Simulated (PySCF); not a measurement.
From a computed spectrum to the compound

A species of 5 atoms with charge 1 has these harmonic modes (B3LYP, small Gaussian bases with core potentials, PySCF 2.14.0):

```
cm⁻¹  km/mol  symmetry
 205     0.4         e
 205     0.4         e
 313     1.3        a1
 350     0.7         e
 350     0.7         e
 451    19.7        a1
1026    54.8         e
1026    54.8         e
1045    17.6        a1
```

Question: Which species is it, and in which structure?

Answer: [OsO3Cl]+ (singlet):
```xyz
5

Os    0.1045   -0.1045    0.1045
O     1.0773    0.8643    1.0773
O    -0.8643   -1.0773    1.0773
O     1.0773   -1.0773   -0.8643
Cl   -1.1638    1.1638   -1.1638
```
Ideal gas at 298.15 K and 1 bar: S = 320.8 J/(mol K), Cp = 78.7 J/(mol K), H − H(0 K) = 16.7 kJ/mol (rigid rotor, harmonic modes, spin degeneracy alone). 
 Other answers can fit too; this one was computed.
